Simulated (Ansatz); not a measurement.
`NB[SiH](F)Cl` → `N[SiH](Cl)BF`  (isomerisation)

Isolated molecules relaxed with PBE0-D4/def2-TZVP in Ansatz; ΔE leaves out vibrations. CBS: MP2 limit from def2 TZ/QZ plus the TZ coupled-cluster correction, frozen cores. Functionals use def2-TZVPP. Each species was taken in one conformer, which may not be the lowest.

| level | ΔE (kJ/mol) |
| --- | --- |
| revPBE-D4 | 93.6 |
| MP2/def2-SVP | 96.6 |
| HF/CBS(def2) | 88.3 |
| MP2/CBS(def2) | 98.0 |

(1) What does CCSD(T)/CBS give? (An estimate is asked.)

Largest T1 diagnostic among the species: 0.012.

Answers

(1) Ansatz gave: +96.7 kJ/mol. The listed levels differ from it by -3.1, -0.1, -8.4, 1.3 kJ/mol.

Leaving LDA and LC-ωPBE aside and taking each functional with its dispersion term where it has one, the values, not all of them listed here, spread over 4.2 kJ/mol, from revPBE-D4 to B97M-V. LDA lies +4.0 kJ/mol from PBE without D4. In def2-TZVPP, CCSD(T) changes the Hartree–Fock value by +8.4 kJ/mol (the triples alone add +0.9 kJ/mol) and MP2 by +9.6 kJ/mol.

CCSD(T)/CBS has its own doubt, a few kJ/mol and more with outer-core shells, so smaller differences from it don't rank the levels.
